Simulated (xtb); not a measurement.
ZrOCl₂, SMILES [Cl][Zr](=[O])[Cl], multiplicity 1. All values are semi-empirical tight-binding results from xtb (GFN2-xTB unless named), good for trends rather than for accurate numbers. Coordinates come from a GFN2-xTB optimisation. The multiplicity is an assumed one; other spin states were not compared.

Optimised geometry:

```xyz
4

Zr    -0.3404    -0.4382     0.0000
O      0.8931    -1.6546     0.0000
Cl     0.1903     0.9048    -1.7543
Cl     0.1903     0.9048     1.7543
```
Charge 0, spin multiplicity 1.

For metal compounds this method's bond lengths and energies can be far off.

- point group as xtb finds it: Cs
- orbital gap: 2.96 eV
- zero-point energy: 2.9 kcal/mol
- G − E(el) at 298.15 K (modified RRHO): -16.9 kcal/mol

Question: Give the atomic charges and the Wiberg bond orders between heavy atoms. (An estimate is asked for; the answer gives what the named calculation found.)

Answer: charges (e) Zr1 0.99, O2 -0.53, Cl3 -0.23, Cl4 -0.23. Bond orders Zr1–O2 2.20, Zr1–Cl3 1.16, Zr1–Cl4 1.16.
